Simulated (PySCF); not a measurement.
PySCF job for CH₃S, SMILES [CH2]S, multiplicity 2, TDA-PBE/def2-TZVPD. The structure is a stationary point at PBE0-D3(BJ)/def2-TZVP. The isomer is the one that the SMILES or the coordinates give; other isomers of the formula were not compared.

```python
import numpy as np
from pyscf import gto, scf, dft, tdscf

mol = gto.M(
    atom='''
    C    -0.02228787   -1.12706934   -0.00000000
    S     0.08895231    0.57653119   -0.00000000
    H     0.90659247   -1.67630280    0.00000000
    H    -0.97175199   -1.63741070    0.00000000
    H    -1.22435022    0.85163052    0.00000000
    ''',
    basis='def2-TZVPD',
    charge=0,
    spin=1,
    max_memory=1600,
    verbose=4,
)
mf = dft.UKS(mol, xc='pbe').density_fit(auxbasis='def2-universal-jkfit')
mf.grids.level = 3
mf.conv_tol = 1e-9
mf.max_cycle = 100
mf.kernel()
fine, coarse = mf.grids, dft.Grids(mol).set(level=1).build(with_non0tab=True)
for _ in range(3):  # follow internal instabilities
    mf.grids = coarse
    mo, _, stable, _ = mf.stability(return_status=True, nroots=4)
    mf.grids = fine
    if stable:
        break
    mf.kernel(mf.make_rdm1(mo, mf.mo_occ))
mf.grids = dft.Grids(mol).set(level=1).build(with_non0tab=True)  # coarser grid for the response kernel
td = tdscf.TDA(mf)
td.nstates = 10
td.conv_tol = 1e-4
td.positive_eig_threshold = 1e-6
td.kernel(x0=td.get_init_guess(mf, 15))
td.analyze()
```

Program output:

```
PySCF version 2.14.0

[INPUT] verbose = 4
[INPUT] num. atoms = 5
[INPUT] num. electrons = 25
[INPUT] charge = 0
[INPUT] spin (= nelec alpha-beta = 2S) = 1
[INPUT] symmetry False subgroup None
[INPUT] Mole.unit = angstrom
[INPUT] Symbol           X                Y                Z      unit          X                Y                Z       unit  Magmom
[INPUT]  1 C     -0.022287870000  -1.127069340000   0.000000000000 AA   -0.042117970200  -2.129852375994   0.000000000000 Bohr   0.0
[INPUT]  2 S      0.088952310000   0.576531190000   0.000000000000 AA    0.168095504047   1.089486051370   0.000000000000 Bohr   0.0
[INPUT]  3 H      0.906592470000  -1.676302800000   0.000000000000 AA    1.713211474893  -3.167753193842   0.000000000000 Bohr   0.0
[INPUT]  4 H     -0.971751990000  -1.637410700000   0.000000000000 AA   -1.836345122101  -3.094257776432   0.000000000000 Bohr   0.0
[INPUT]  5 H     -1.224350220000   0.851630520000   0.000000000000 AA   -2.313686596351   1.609348442121   0.000000000000 Bohr   0.0

nuclear repulsion = 50.9606476723686
number of shells = 44
number of NR pGTOs = 157
number of NR cGTOs = 110
basis = def2-TZVPD
ecp = {}


[settings echo left out]
init E= -437.880044004119
  alpha nocc = 13  HOMO = -0.17622251527278  LUMO = -0.0519367811073508
  beta  nocc = 12  HOMO = -0.325786401588918  LUMO = -0.176222515272777

WARN: HOMO -0.17622251527278 >= LUMO -0.176222515272777

cycle= 1 E= -437.807830023546  delta_E= 0.0722  |g|= 0.236  |ddm|= 1.14
  alpha nocc = 13  HOMO = -0.0736320908004622  LUMO = -0.025158517702857
  beta  nocc = 12  HOMO = -0.235928481089719  LUMO = -0.0305421788867658
  HOMO = -0.0736320908005  LUMO = -0.0305421788868  gap/eV = 1.17254
cycle= 2 E= -437.729297060606  delta_E= 0.0785  |g|= 0.428  |ddm|= 0.49
  alpha nocc = 13  HOMO = -0.141035283609668  LUMO = -0.0281994293164836
  beta  nocc = 12  HOMO = -0.258739694153682  LUMO = -0.0920368556751505
  HOMO = -0.14103528361  LUMO = -0.0920368556752  gap/eV = 1.33332
cycle= 3 E= -437.838789879274  delta_E= -0.109  |g|= 0.0496  |ddm|= 0.328
  alpha nocc = 13  HOMO = -0.148999635473768  LUMO = -0.0339839181280475
  beta  nocc = 12  HOMO = -0.26899728663431  LUMO = -0.0953744661157216
  HOMO = -0.148999635474  LUMO = -0.0953744661157  gap/eV = 1.45922
cycle= 4 E= -437.840066804616  delta_E= -0.00128  |g|= 0.0281  |ddm|= 0.066
  alpha nocc = 13  HOMO = -0.146881905125543  LUMO = -0.0314468840593385
  beta  nocc = 12  HOMO = -0.263479710929474  LUMO = -0.0916129256634228
  HOMO = -0.146881905126  LUMO = -0.0916129256634  gap/eV = 1.50395
cycle= 5 E= -437.840469264558  delta_E= -0.000402  |g|= 0.00611  |ddm|= 0.0263
  alpha nocc = 13  HOMO = -0.147266966167372  LUMO = -0.0315301276091802
  beta  nocc = 12  HOMO = -0.264004947716234  LUMO = -0.0909308931857353
  HOMO = -0.147266966167  LUMO = -0.0909308931857  gap/eV = 1.53298
cycle= 6 E= -437.840487377004  delta_E= -1.81e-05  |g|= 0.00284  |ddm|= 0.00762
  alpha nocc = 13  HOMO = -0.147335263863468  LUMO = -0.0314687251193568
  beta  nocc = 12  HOMO = -0.263685714732151  LUMO = -0.0906622660948457
  HOMO = -0.147335263863  LUMO = -0.0906622660948  gap/eV = 1.54215
cycle= 7 E= -437.840492305836  delta_E= -4.93e-06  |g|= 0.000641  |ddm|= 0.00305
  alpha nocc = 13  HOMO = -0.147345917941102  LUMO = -0.0313990344194615
  beta  nocc = 12  HOMO = -0.263621975977394  LUMO = -0.0906040059841722
  HOMO = -0.147345917941  LUMO = -0.0906040059842  gap/eV = 1.54403
cycle= 8 E= -437.840492590909  delta_E= -2.85e-07  |g|= 0.000259  |ddm|= 0.000904
  alpha nocc = 13  HOMO = -0.14736855650656  LUMO = -0.0314186505185923
  beta  nocc = 12  HOMO = -0.263664453001834  LUMO = -0.0906124629812091
  HOMO = -0.147368556507  LUMO = -0.0906124629812  gap/eV = 1.54441
cycle= 9 E= -437.840492636084  delta_E= -4.52e-08  |g|= 3.27e-05  |ddm|= 0.000266
  alpha nocc = 13  HOMO = -0.147367956267299  LUMO = -0.0314201472998228
  beta  nocc = 12  HOMO = -0.263663979040789  LUMO = -0.0906118040693684
  HOMO = -0.147367956267  LUMO = -0.0906118040694  gap/eV = 1.54441
cycle= 10 E= -437.840492636894  delta_E= -8.1e-10  |g|= 1.34e-05  |ddm|= 5.84e-05
  alpha nocc = 13  HOMO = -0.147368421329002  LUMO = -0.0314173264619164
  beta  nocc = 12  HOMO = -0.263661599930977  LUMO = -0.0906129776792994
  HOMO = -0.147368421329  LUMO = -0.0906129776793  gap/eV = 1.54439
Extra cycle  E= -437.840492636789  delta_E= 1.05e-10  |g|= 1.9e-05  |ddm|= 3.2e-05
converged SCF energy = -437.840492636789  <S^2> = 0.75395463  2S+1 = 2.0039507
tot grids = 18912
uhf_internal: lowest eigs of H = [0.33700701 0.34106287 0.3512581  0.37105566]
<class 'pyscf.df.df_jk.DFUKS'> wavefunction is stable in the internal stability analysis
tot grids = 18912
Overwritten attributes  positive_eig_threshold  of <class 'pyscf.tdscf.uks.TDA'>


******** <class 'pyscf.tdscf.uks.TDA'> for <class 'pyscf.df.df_jk.DFUKS'> ********
nstates = 10
deg_eia_thresh = 1.000e-03
wfnsym = None
conv_tol = 0.0001
eigh lindep = 1e-12
eigh level_shift = 0
eigh max_cycle = 100


Excitation energies (eV)
[3.02063723 3.76494576 4.44854252 4.72235066 4.7715541  5.18008396
 5.7626212  5.81238148 6.01258906 6.19723524]

** Excitation energies and oscillator strengths **
Excited State   1:      3.02064 eV    410.46 nm  f=0.0002
      13a ->   14a      0.99852
Excited State   2:      3.76495 eV    329.31 nm  f=0.0079
      13a ->   15a     -0.99810
Excited State   3:      4.44854 eV    278.71 nm  f=0.0000
      13a ->   16a      0.99836
Excited State   4:      4.72235 eV    262.55 nm  f=0.0020
      13a ->   17a      0.99691
Excited State   5:      4.77155 eV    259.84 nm  f=0.0595
      13a ->   18a      0.92817
      12b ->   13b      0.36216
Excited State   6:      5.18008 eV    239.35 nm  f=0.0451
      13a ->   18a      0.36973
      12b ->   13b     -0.89358
Excited State   7:      5.76262 eV    215.15 nm  f=0.0052
      13a ->   19a     -0.50455
      13a ->   20a     -0.69583
      11b ->   13b     -0.50151
Excited State   8:      5.81238 eV    213.31 nm  f=0.0001
      13a ->   19a      0.85923
      13a ->   20a     -0.44565
      11b ->   13b     -0.24161
Excited State   9:      6.01259 eV    206.21 nm  f=0.0053
      13a ->   20a      0.54565
      13a ->   22a     -0.12685
      11b ->   13b     -0.80316
      12b ->   14b     -0.10240
Excited State  10:      6.19724 eV    200.06 nm  f=0.0076
      12a ->   14a     -0.23390
      13a ->   22a     -0.13563
      11b ->   13b     -0.10432
      12b ->   14b      0.94874

** Transition electric dipole moments (AU) **
state          X           Y           Z        Dip. S.      Osc.
  1        -0.0000     -0.0000      0.0491      0.0024      0.0002
  2        -0.0000     -0.0000      0.2924      0.0855      0.0079
  3         0.0000      0.0000     -0.0213      0.0005      0.0000
  4         0.0000     -0.0000     -0.1321      0.0174      0.0020
  5        -0.0060     -0.7136      0.0000      0.5093      0.0595
  6         0.0078      0.5961      0.0000      0.3554      0.0451
  7        -0.0000     -0.0000     -0.1912      0.0366      0.0052
  8        -0.0000     -0.0000     -0.0266      0.0007      0.0001
  9        -0.0000     -0.0000      0.1897      0.0360      0.0053
 10         0.0000      0.0000      0.2240      0.0502      0.0076

** Transition velocity dipole moments (imaginary part, AU) **
state          X           Y           Z        Dip. S.      Osc.
  1        -0.0000     -0.0000      0.0148      0.0002      0.0013
  2        -0.0000     -0.0000      0.0867      0.0075      0.0362
  3         0.0000     -0.0000     -0.0116      0.0001      0.0005
  4        -0.0000     -0.0000     -0.0414      0.0017      0.0066
  5        -0.0009     -0.0860      0.0000      0.0074      0.0281
  6        -0.0130     -0.0203      0.0000      0.0006      0.0020
  7        -0.0000     -0.0000     -0.0311      0.0010      0.0030
  8        -0.0000     -0.0000     -0.0264      0.0007      0.0022
  9        -0.0000     -0.0000     -0.0040      0.0000      0.0000
 10         0.0000      0.0000      0.0525      0.0028      0.0081

** Transition magnetic dipole moments (imaginary part, AU) **
state          X           Y           Z
  1         0.4135      0.0880     -0.0000
  2         0.1185      0.0229     -0.0000
  3        -0.3818      0.0101      0.0000
  4        -0.1958      0.0880      0.0000
  5         0.0000     -0.0000      0.0276
  6        -0.0000      0.0000      0.0328
  7         0.0783      0.3058     -0.0000
  8         0.3020      0.1640     -0.0000
  9        -0.7634      0.6009      0.0000
 10        -0.1903     -0.0335     -0.0000
```

The calculation finished and met its thresholds.

Cost: about 70 core-seconds (a rough figure).
